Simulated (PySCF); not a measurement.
A species of formula C7H11FO has this rotational fingerprint, computed with PBE0-D3(BJ)/def2-SVP geometry optimisation, gas phase in PySCF 2.14.0:

```
Rotational constants : A = 2170, B = 1503, C = 989.3 MHz
Dipole components    : |μa| = 1.80 D, |μb| = 1.61 D, |μc| = 0.89 D
Inertial defect      : -58.34 u·Å²
κ                    : -0.13
```

Question: Which candidate fits, each taken in the one conformer that was computed?
A. `[CH3:1][C:2](=[O:3])[C@H:4]([CH3:5])/[C:6]([CH3:7])=[CH:8]\[F:9]` with C1–C2–C4–C5 -147°, C2–C4–C6–C7 79°
B. `[CH:1]#[C:2][CH2:3][C@@:4]([CH3:5])([CH2:6][F:7])[O:8][CH3:9]` with C2–C3–C4–C5 -59°, C3–C4–C6–F7 48°, C3–C4–O8–C9 -67°
C. `[CH3:1][C@@H:2]1[CH2:3][C@H:4]2[O:5][C@H:6]2[C@H:7]1[CH2:8][F:9]` with C6–C7–C8–F9 -63°, C1–C2–C3–C4 -154°, C2–C3–C4–O5 -45°, C3–C4–O5–C6 99°, C4–O5–C6–C7 -99°
D. `[CH3:1][CH2:2][C@@H:3]1[CH2:4][C:5](=[O:6])[CH2:7][C@H:8]1[F:9]` with C1–C2–C3–C4 -73°, C2–C3–C4–C5 -86°, C3–C4–C5–O6 161°, C4–C5–C7–C8 -6°, C5–C7–C8–F9 -88°

Answer: C. It is C[C@@H]1C[C@H]2O[C@H]2[C@H]1CF, an asymmetric top, point group C1. The candidates at the same level (rigid rotor, commonest isotopes):

```json
{"SMILES": "C[C@@H]1C[C@H]2O[C@H]2[C@H]1CF", "A (MHz)": "2170", "B (MHz)": "1503", "C (MHz)": "989.3", "μa (D)": "1.80", "μb (D)": "1.61", "μc (D)": "0.89", "Δ (u·Å²)": "-58.34", "point group": "C1", "rotor": "asymmetric top"}
{"SMILES": "CC(=O)[C@H](C)/C(C)=C\\F", "A (MHz)": "1880", "B (MHz)": "1359", "C (MHz)": "1058", "μa (D)": "1.57", "μb (D)": "0.10", "μc (D)": "0.39", "Δ (u·Å²)": "-162.88", "point group": "C1", "rotor": "asymmetric top"}
{"SMILES": "CC[C@@H]1CC(=O)C[C@H]1F", "A (MHz)": "2011", "B (MHz)": "1374", "C (MHz)": "987.2", "μa (D)": "2.47", "μb (D)": "1.31", "μc (D)": "0.96", "Δ (u·Å²)": "-107.20", "point group": "C1", "rotor": "asymmetric top"}
{"SMILES": "C#CC[C@@](C)(CF)OC", "A (MHz)": "2254", "B (MHz)": "1217", "C (MHz)": "1065", "μa (D)": "0.01", "μb (D)": "0.37", "μc (D)": "0.50", "Δ (u·Å²)": "-165.03", "point group": "C1", "rotor": "asymmetric top"}
```

`CC(=O)[C@H](C)/C(C)=C\F` has A 13 % too low; `CC[C@@H]1CC(=O)C[C@H]1F` has B 9 % too low; `C#CC[C@@](C)(CF)OC` has B 19 % too low. No structure here is proved a minimum.
